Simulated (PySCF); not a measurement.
A GIAO shielding run with PySCF 2.14 (density fitting, non-relativistic, gas phase) on `InChI=1S/C8H12SSi/c1-2-7-10(6-1)8-4-3-5-9-8/h3-5,10H,1-2,6-7H2`:

```
$ OMP_NUM_THREADS=1 python probes_run.py task.json out

{"job": {"kind": "nmr", "xc": "PBE0", "basis": "pcSseg-1"}, "charge": 0, "multiplicity": 1}
C      3.059797    -1.119416     0.591778
C      2.669819    -0.110487     1.434472
S      1.061696     0.387250     1.108843
C      0.873025    -0.754230    -0.176467
Si    -0.728467    -0.904076    -1.126440
C     -1.389578     0.767773    -1.740258
C     -2.855993     0.776223    -1.280473
C     -2.949357     0.064635     0.073008
C     -2.233799    -1.290630    -0.035842
C      2.034452    -1.484374    -0.323722
H      4.046847    -1.582822     0.626197
H      3.247064     0.364821     2.227011
H     -0.484091    -1.916990    -2.199714
H     -0.821364     1.568412    -1.235612
H     -1.273724     0.931341    -2.822113
H     -3.266447     1.797954    -1.226880
H     -3.475955     0.230027    -2.013769
H     -2.446044     0.684086     0.837621
H     -3.996143    -0.043116     0.401780
H     -1.975336    -1.722056     0.942589
H     -2.875002    -2.023964    -0.554887
H      2.145491    -2.266702    -1.077351
```

Hardware: 1 thread of an Arm Neoverse V2, shared host. The job also computes population analyses, field gradients, ring-centre shieldings.

Question: How large is the calculation?

Answer: 90 electrons, 244 basis functions and 1306 auxiliary functions.

Question: How long does it take, and how much memory does it need?

Answer: 51 s of wall time, with 14 SCF cycles and 5 response iterations; peak memory 1.3 GiB. Times on a shared host scatter by some tens of per cent.

Question: And these other runs on the same molecule and hardware: GIAO shielding at KT2/pcSseg-1?

Answer: KT2/pcSseg-1: 244 functions, 68 s.
